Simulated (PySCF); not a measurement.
Species: C7H13OPSi.
Atom-mapped SMILES: `[CH3:1][C@H:2]1[CH:3]=[CH:4][P@:5](=[O:6])([CH2:7][SiH3:8])[CH:9]=[CH:10]1`

Structure used (GFN2-xTB), in Å, numbered top down from 1:
```
atom  x, y, z in Å
C1    -3.0532    0.4885    0.9061
C2    -1.6203    0.1056    0.5294
C3    -1.6138   -1.0808   -0.3941
C4    -0.6024   -1.4129   -1.1824
P5     0.8862   -0.3903   -1.2815
O6     1.5468   -0.3930   -2.5922
C7     1.9714   -0.9481    0.0782
Si8    3.3677    0.3225    0.2971
C9     0.2069    1.2052   -0.7804
C10   -0.8844    1.2887   -0.0349
H11   -3.0547    1.3067    1.6225
H12   -3.6036    0.8017    0.0214
H13   -3.5703   -0.3570    1.3538
H14   -1.0973   -0.1941    1.4505
H15   -2.5144   -1.6826   -0.3763
H16   -0.6477   -2.2614   -1.8525
H17    2.3672   -1.9157   -0.2334
H18    1.3926   -1.0864    0.9888
H19    4.3443   -0.2750    1.2124
H20    3.9892    0.6478   -0.9802
H21    2.7954    1.5235    0.9178
H22    0.6932    2.0788   -1.1939
H23   -1.3035    2.2553    0.2168
```

NICS = −σ at a ghost point: NICS(0) at the centroid of the ring atoms, NICS(1) 1 Å to either side along the normal of their mean plane, zz for the tensor component along that normal. Level: GIAO PBE0/pcSseg-1 (PySCF, non-relativistic, gas phase) on the GFN2-xTB geometry, one conformer.

Ring bond lengths (Å), with Mayer bond orders in brackets: C2–C3 1.504 (1.00), C3–C4 1.325 (1.88), C4–P5 1.809 (0.88), P5–C9 1.805 (0.88), C9–C10 1.324 (1.88), C10–C2 1.503 (1.00).

Problem. What do the NICS probes read (ppm)?

Solution. 
```
              ring                                                     type  NICS(0)  NICS(1), two faces  NICS(1)zz, two faces  rms pucker (Å)  centre to ring atoms, mean (Å)
C2–C3–C4–P5–C9–C10  6-membered ring with P; formal bonds 2 double, 4 single     -1.4         -2.1 / -4.2           -1.0 / -3.8            0.19                            1.52
```

Problem. What do they say, and how far can they be read as aromaticity?

Solution. 
- C2–C3–C4–P5–C9–C10: mean NICS(1)zz -2.4 ppm, near zero. C2, P5 have four or more neighbours, and the NICS criterion for π rings isn't applied.

Problem. What field does 11.7 T along the ring normal induce along that normal at the first NICS(1) probe listed for ring C2–C3–C4–P5–C9–C10, 1 Å off the ring?

Solution. NICSzz × B0 = -1.0 ppm × 11.7 T = -12 μT, against the applied field.

Problem. What are the shieldings of the ring atoms and their hydrogens in the same run (means over atoms taken as equivalent)?

Solution. 
```csv
atoms,environment,σ isotropic (ppm),"principal values of the symmetric part, first atom (ppm)"
C2,allylic carbon,150.3,"133.0, 153.6, 164.3"
C3 (×2),alkene CH carbon,32.0,"-81.5, 35.7, 144.6"
C4 (×2),alkene CH carbon,48.1,"-55.2, 48.3, 146.3"
P5,phosphoryl phosphorus,338.5,"245.3, 276.6, 493.6"
H14,methine hydrogen,29.29,"23.7, 29.2, 34.9"
H15 (×2),vinylic hydrogen,25.07,"22.3, 24.2, 28.8"
H16 (×2),vinylic hydrogen,25.13,"23.4, 25.0, 26.9"
```
